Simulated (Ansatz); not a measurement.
`C=[C]([GaH2])[SnH3]` and `C=[CH][GaH2]` differ in one atom or group.

Ansatz, PBE0-D4/def2-TZVP geometries, multiplicity 1. 

Elements past krypton have def2 core potentials. Scalar relativity is left out up to krypton.

```json
{"property": "LUMO energy (B3LYP/def2-TZVPP) / eV", "`C=[C]([GaH2])[SnH3]`": "-2.15"}
{"property": "HOMO–LUMO gap (PBE0/def2-TZVPP) / eV", "`C=[C]([GaH2])[SnH3]`": "5.44"}
{"property": "size of the dipole moment (PBE/def2-TZVPP) / D", "`C=[C]([GaH2])[SnH3]`": "0.79"}
{"property": "zero-point energy (PBE0-D4/def2-TZVP) / kJ/mol", "`C=[C]([GaH2])[SnH3]`": "170.8"}
{"property": "LUMO energy (PBE/def2-TZVPP) / eV", "`C=[C]([GaH2])[SnH3]`": "-2.75"}
{"property": "HOMO energy (PBE/def2-TZVPP) / eV", "`C=[C]([GaH2])[SnH3]`": "-6.24"}
```

Problem. What does the change do to each property? (An estimate is asked.)

Solution. Computed: 
| property | `C=[CH][GaH2]` | shift |
| --- | --- | --- |
| LUMO energy (B3LYP/def2-TZVPP) / eV | -2.01 | 0.14 |
| HOMO–LUMO gap (PBE0/def2-TZVPP) / eV | 6.29 | 0.85 |
| size of the dipole moment (PBE/def2-TZVPP) / D | 0.90 | 0.11 |
| zero-point energy (PBE0-D4/def2-TZVP) / kJ/mol | 144.1 | -26.7 |
| LUMO energy (PBE/def2-TZVPP) / eV | -2.59 | 0.16 |
| HOMO energy (PBE/def2-TZVPP) / eV | -6.79 | -0.55 |

With PBE0 the HOMO falls by 0.71 eV and the LUMO rises by 0.15 eV, so the gap widens by about 0.86 eV. PBE moves the HOMO by -0.55 eV and ωB97M-V by -0.83 eV. The zero-point energy changes by -26.7 kJ/mol with -9 modes. Dipoles are sizes alone; their direction can turn.

Positive LUMOs are unbound, so they and the gaps depend on the basis.

B3LYP here is the variant with VWN-RPA as its local correlation; programs differ in this.
